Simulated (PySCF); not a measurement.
```xyz
3

Zn     0.0000     0.0000     0.0000
Br     0.2342    -1.0633     1.9530
Br    -0.2342     1.0633    -1.9530
```

Charge 0, multiplicity 1.

### Question
Give the Mulliken and meta-Löwdin atomic charges from TPSSh-D3(BJ)/def2-TZVP // BP86-D3(BJ)/def2-SVP run with PySCF.

### Answer

```csv
atom,Mulliken (e),meta-Löwdin (e)
Zn1,0.54,1.18
Br2,-0.27,-0.59
Br3,-0.27,-0.59
```
